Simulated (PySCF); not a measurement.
ZnCl, SMILES [Cl][Zn] (connectivity only; charge and spin as stated), neutral, multiplicity 2. Coordinates come from a PBE0-D3(BJ)/def2-TZVP optimisation. The multiplicity is an assumed one; other spin states were not compared.

Method: PBE0-D3(BJ)/def2-TZVP in PySCF.

Harmonic wavenumbers (cm⁻¹): 371. Rotational constants (GHz): 4.715 (linear); symmetry number 1.

Work out the zero-point energy and the ideal-gas rigid-rotor harmonic-oscillator thermochemistry at 298.15 K and 1 atm.

ZPE = ½ Σ hcν = ½ × 371 cm⁻¹ = 2.22 kJ/mol. H − E(el) = 11.78 kJ/mol. Entropy in J/(mol K): translation 166.28, rotation 68.04, vibration 4.51, spin 5.76, total 244.60. G − E(el) = -61.14 kJ/mol. Cp = 35.51 J/(mol K).
